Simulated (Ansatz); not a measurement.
Consider the redistribution: `P[SeH]` + `[SH][InH2]` → `PS` + `[SeH][InH2]`.

Gas-phase electronic energies from Ansatz, PBE0-D4/def2-TZVP geometries. CBS: MP2 limit from def2 TZ/QZ plus the TZ coupled-cluster correction, frozen cores. This one scheme is used for every species. def2 core potentials past Kr. For In, Se outer-core shells are correlated without core-valence functions, which leaves a few kJ/mol of doubt a bond. Scalar relativity is left out up to krypton.

| level | ΔE (kJ/mol) |
| --- | --- |
| HF/def2-TZVPP | -11.1 |
| SCS-MP2/def2-TZVPP | -7.1 |

What does CCSD(T)/CBS give? (An estimate is asked.)

Ansatz gave: -9.0 kJ/mol. The listed levels differ from it by -2.1, 1.9 kJ/mol.

Largest T1 diagnostic among the species: 0.014.

Leaving LDA and LC-ωPBE aside and taking each functional with its dispersion term where it has one, the values, not all of them listed here, spread over 4.0 kJ/mol, from BHLYP-D4 to B97M-V. At CCSD(T), def2-SVP lies +3.8 kJ/mol from the extrapolated value and def2-TZVPP +2.3 kJ/mol. In def2-TZVPP, CCSD(T) changes the Hartree–Fock value by +4.4 kJ/mol (the triples alone add +0.7 kJ/mol) and MP2 by +3.9 kJ/mol.
